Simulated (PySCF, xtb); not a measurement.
SiH3Cl, SMILES [SiH3]Cl.

GFN2-xTB run with xtb at its own geometry gives an orbital gap of 6.09 eV and a dipole moment of 1.66 D.

Coordinates come from a B3LYP-D3(BJ)/def2-TZVP optimisation. The isomer is the one that the SMILES or the coordinates give; other isomers of the formula were not compared.

Task: What does PySCF with PBE0/def2-TZVPD give? (Estimate from the structure and the level; the computed values follow.)

Result: gap 8.69 eV (levels -9.06 and -0.37 eV), dipole 1.35 D.
